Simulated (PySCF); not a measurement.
VOF3, SMILES [F][V]([F])([F])=[O], multiplicity 1. Geometry: B3LYP-D3(BJ)/def2-SVP. The multiplicity is an assumed one; other spin states were not compared.

Computed equilibrium geometry at B3LYP-D3(BJ)/def2-SVP (PySCF confirms it by a frequency run) as bond lengths and angles, and its point group:
point group C3v.
Atoms: V1 O2 F3 F4 F5. Bond lengths (Å): V1–O2 1.545, V1–F3 1.708, V1–F4 1.708, V1–F5 1.708. Angles (°): O2–V1–F3 108.5, O2–V1–F4 108.5, O2–V1–F5 108.5, F3–V1–F4 110.5, F3–V1–F5 110.5, F4–V1–F5 110.5.
Charge 0, spin multiplicity 1.
